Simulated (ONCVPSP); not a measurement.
# Varying the ONCV potential for molybdenum (Mo)

Base potential:

```json
{
 "Element": "molybdenum",
 "Generator": "ONCVPSP 4.0.1",
 "Type": "optimised norm-conserving Vanderbilt (ONCV)",
 "Functional": "PBEsol",
 "Relativity": "scalar-relativistic",
 "Frozen core": "[Ar] 3d10",
 "Valence charge": "14",
 "Reference configuration": "4s2 4p6 4d5.5 5s0.5",
 "Partial waves": "4s+5s: rc 1.45 bohr, ncon 4, nbas 7, qcut 8.2 1/bohr, 2 projectors; 4p: rc 2.00 bohr, ncon 4, nbas 8, qcut 6.3 1/bohr, 1 projector; 4d: rc 1.85 bohr, ncon 3, nbas 8, qcut 5.7 1/bohr, 2 projectors, debl 2.4 Ha; f scattering state at 0.39 Ha: rc 1.95 bohr, ncon 5, nbas 8, qcut 5.2 1/bohr, 2 projectors, debl 2 Ha",
 "Local potential": "polynomial inside 1.45 bohr (lpopt 5, dvloc0 0 Ha)",
 "Core correction": "none"
}
```

All-electron outer shells of the reference configuration (PBEsol, scalar-relativistic, ld1.x):

```
shell  level (eV)  outermost node (bohr)  outermost maximum (bohr)
   3d     -219.76                      –                      0.32
   4s      -63.14                   0.51                      0.99
   4p      -37.35                   0.52                      1.08
   5s       -3.77                   1.35                      2.97
   4d       -2.98                   0.53                      1.40
```

Cutoffs, loose and tight: the cutoffs (Ha) at which the residual kinetic energy of the hardest occupied pseudo-wave falls to 1 and 0.1 mHa per electron. They do not see the model core or the augmentation charge, which bear on the density cutoff. Test errors are all-electron minus pseudo excitation energies from the reference, over the configurations 4s2 4p6 4d5 5s1; 4s2 4p6 4d5 5s0; 4s2 4p6 4d4 5s0; 4s2 4p6 4d4 5s1. A dash means not determined; rows that change the core or the reference have their own tests.

```tsv
change	outcome	cutoff, loose	cutoff, tight	bound ghosts	GHOST(+) flags above zero	largest test error (meV)
base	generated	25 Ha	32 Ha	none	s	-3.3
core correction polynomial model core, fcfact 0.25	generated	25 Ha	32 Ha	none	s	-3.3
s: qcut 10.2; p: qcut 7.8; d: qcut 7.1; f: qcut 6.4	failed: ERROR pspot: first pseudo wave function has node, program will stop	–	–	–	–	–
f: debl 1.05	generated	25 Ha	32 Ha	none	s	-3.3
f: rc 1.5	generated	25 Ha	32 Ha	none	s, f	-3.3
functional LDA (Perdew-Wang 92)	generated	25 Ha	33 Ha	none	s	-2.5
local potential polynomial inside 0.90 bohr (lpopt 5, dvloc0 6 Ha)	generated	25 Ha	32 Ha	none	s	-2.7
```

**Question.** What comes out with this change to the base: s: ncon 3, nbas 6?

**Answer.** outcome: generated; cutoff, loose: 24 Ha; cutoff, tight: 32 Ha; bound ghosts: none; GHOST(+) flags above zero: s; largest test error (meV): -3.3.

**Question.** What comes out with this change to the base: reference 4s2 4p6 4d5 5s1?

**Answer.** outcome: generated; cutoff, loose: 25 Ha; cutoff, tight: 33 Ha; bound ghosts: none; GHOST(+) flags above zero: s; largest test error (meV): +10.
